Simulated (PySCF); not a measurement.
OZr (SMILES [O]=[Zr]), singlet, at a GFN2-xTB geometry (such geometries of metal compounds can be far from the true shape) (core potentials on Zr), with bond 1-2 at 1.6 times its length. Base run: PySCF with B3LYP/def2-SV(P).

The PySCF input:
```python
from pyscf import gto, scf, dft

mol = gto.Mole()
mol.atom = '''
    Zr    0.00000000    0.00000000   -1.34304741
    O     0.00000000    0.00000000    1.45983413
'''
mol.basis = 'def2-sv(p)'
mol.ecp = {'Zr': 'def2-sv(p)'}
mol.verbose = 4
mol.build()

mf = dft.RKS(mol)
mf.xc = 'b3lyp'
mf.kernel()
mf.analyze()
```

The base run was repeated with changes; each row names its change, and settings that it needs were set with it.

```json
[
 {"change": "base", "ΔE vs base (mEh)": "0.000", "SCF cycles": "28", "outcome": "converged"},
 {"change": "conv_tol = 1e-6", "ΔE vs base (mEh)": "0.000", "SCF cycles": "25", "outcome": "converged"},
 {"change": "level_shift = 0.1 (with mf.max_cycle = 100)", "ΔE vs base (mEh)": "0.000", "SCF cycles": "33", "outcome": "converged"},
 {"change": "conv_tol = 1e-11", "ΔE vs base (mEh)": "0.000", "SCF cycles": "29", "outcome": "converged"},
 {"change": "init_guess = atom", "ΔE vs base (mEh)": "-", "SCF cycles": "18", "outcome": "not converged"},
 {"change": "init_guess = vsap", "ΔE vs base (mEh)": "-", "SCF cycles": "-", "outcome": "input refused"},
 {"change": "init_guess = sap", "ΔE vs base (mEh)": "-", "SCF cycles": "50", "outcome": "not converged"},
 {"change": "DIIS = EDIIS", "ΔE vs base (mEh)": "-", "SCF cycles": "50", "outcome": "not converged"},
 {"change": "solver = newton; init_guess = 1e", "ΔE vs base (mEh)": "0.000", "SCF cycles": "-", "outcome": "converged"},
 {"change": "conv_tol = 1e-7", "ΔE vs base (mEh)": "0.000", "SCF cycles": "25", "outcome": "converged"},
 {"change": "diis_space = 20", "ΔE vs base (mEh)": "-", "SCF cycles": "50", "outcome": "not converged"},
 {"change": "init_guess = huckel", "ΔE vs base (mEh)": "0.000", "SCF cycles": "26", "outcome": "converged"},
 {"change": "damp = 0.5; diis_start_cycle = 5", "ΔE vs base (mEh)": "-", "SCF cycles": "50", "outcome": "not converged"}
]
```

- init_guess = vsap: ended with `AssertionError: ECP or PP not supported`
